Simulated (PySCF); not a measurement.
**Two-photon absorption: `CCCc1cccnc1`, C₈H₁₁N**

Molfile (atoms numbered from 1):
```
C8H11N
     RDKit          3D

 20 20  0  0  0  0  0  0  0  0999 V2000
   -3.1896   -0.2882   -0.1893 C   0  0  0  0  0  0  0  0  0  0  0  0
   -1.7110   -0.1851   -0.5237 C   0  0  0  0  0  0  0  0  0  0  0  0
   -0.8228   -0.0662    0.7165 C   0  0  0  0  0  0  0  0  0  0  0  0
    0.6365    0.0403    0.3807 C   0  0  0  0  0  0  0  0  0  0  0  0
    1.2525    1.2673    0.1209 C   0  0  0  0  0  0  0  0  0  0  0  0
    2.5979    1.2989   -0.2331 C   0  0  0  0  0  0  0  0  0  0  0  0
    3.2890    0.0909   -0.3186 C   0  0  0  0  0  0  0  0  0  0  0  0
    2.7237   -1.0879   -0.0738 N   0  0  0  0  0  0  0  0  0  0  0  0
    1.4390   -1.1022    0.2642 C   0  0  0  0  0  0  0  0  0  0  0  0
   -3.5383    0.5992    0.3631 H   0  0  0  0  0  0  0  0  0  0  0  0
   -3.3970   -1.1688    0.4395 H   0  0  0  0  0  0  0  0  0  0  0  0
   -3.8035   -0.3767   -1.0982 H   0  0  0  0  0  0  0  0  0  0  0  0
   -1.3915   -1.0655   -1.1070 H   0  0  0  0  0  0  0  0  0  0  0  0
   -1.5300    0.6856   -1.1774 H   0  0  0  0  0  0  0  0  0  0  0  0
   -0.9881   -0.9425    1.3657 H   0  0  0  0  0  0  0  0  0  0  0  0
   -1.1329    0.8158    1.3019 H   0  0  0  0  0  0  0  0  0  0  0  0
    0.6777    2.1949    0.2012 H   0  0  0  0  0  0  0  0  0  0  0  0
    3.1068    2.2436   -0.4372 H   0  0  0  0  0  0  0  0  0  0  0  0
    4.3498    0.0785   -0.5950 H   0  0  0  0  0  0  0  0  0  0  0  0
    1.0001   -2.0881    0.4668 H   0  0  0  0  0  0  0  0  0  0  0  0
  1  2  1  0
  2  3  1  0
  3  4  1  0
  4  5  1  0
  5  6  2  0
  6  7  1  0
  7  8  2  0
  8  9  1  0
  9  4  2  0
  1 10  1  0
  1 11  1  0
  1 12  1  0
  2 13  1  0
  2 14  1  0
  3 15  1  0
  3 16  1  0
  5 17  1  0
  6 18  1  0
  7 19  1  0
  9 20  1  0
M  END
```

Method: TDDFT CAM-B3LYP/aug-cc-pVDZ excited states, vertical, gas phase (PySCF). Geometry: PBE0-D3(BJ)/def2-SVP.

Q: Give the one- and two-photon strengths of the lowest singlets.

A: δ for parallel linear polarisation; σ at the peak of a Lorentzian of half width 0.1 eV, single beam; Ω is circular over linear.
```
state  E (eV)      f  photon λ (nm)  δ (au)  σ (GM)     Ω                                    main
   S1    5.02  0.004            494    1.44    0.01  1.33    HOMO−1→LUMO+1 0.73, HOMO−1→LUMO 0.22
   S2    5.42  0.009            457    0.77    0.01  1.16  HOMO−1→LUMO+3 0.51, HOMO−1→LUMO+5 0.29
   S3    5.44  0.051            456    4.37    0.05  1.44        HOMO→LUMO+1 0.51, HOMO→LUMO 0.16
   S4    6.19  0.074            401    16.5    0.23  0.80      HOMO→LUMO+3 0.47, HOMO→LUMO+5 0.19
   S5    6.54  0.002            379    63.9    1.00  1.21        HOMO→LUMO 0.47, HOMO→LUMO+2 0.19
   S6    6.78  0.016            366    70.3    1.18  1.48    HOMO−1→LUMO 0.30, HOMO−1→LUMO+4 0.29
```

Among these, the strongest one-photon state is S4, the strongest two-photon state S6, with a dipole change of 3.4 D (relaxed, norm of the difference vector).
